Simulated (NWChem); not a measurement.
System: C3H8Si; SMILES C1C(C1)[SiH3]

Here is an NWChem input.

```
start job
memory heap 200 mb stack 900 mb global 1100 mb
geometry units angstroms noautoz
  Si     0.051337    -1.427986     0.000000
  C     -0.571104     0.332377     0.000000
  C      0.173338     1.413364    -0.746501
  C      0.173338     1.413364     0.746501
  H     -0.415436    -2.172968    -1.211257
  H      1.549013    -1.407211     0.000000
  H     -0.415436    -2.172968     1.211257
  H     -1.662780     0.434543     0.000000
  H     -0.418596     2.172775    -1.264969
  H      1.101230     1.148407    -1.263474
  H      1.101230     1.148407     1.263474
  H     -0.418596     2.172775     1.264969
end
basis spherical
  * library def2-tzvp
end
dft
  xc b3lyp
  iterations 150
  semidirect filesize 400000000
  mulliken
end
task dft energy
```

Structure relaxed at the PBE0/def2-SVP level. B3LYP is NWChem's, with the RPA form of VWN correlation.

**Question.** Predict the main results of this run. (B3LYP/def2-TZVP.) Quantities: energy (Ha); highest occupied level (eV); orbital gap (eV); dipole (D).

**Answer.** 
- energy (Ha) = -408.67
- highest occupied level (eV) = -8.07
- orbital gap (eV) = 8.70
- dipole (D) = 0.95
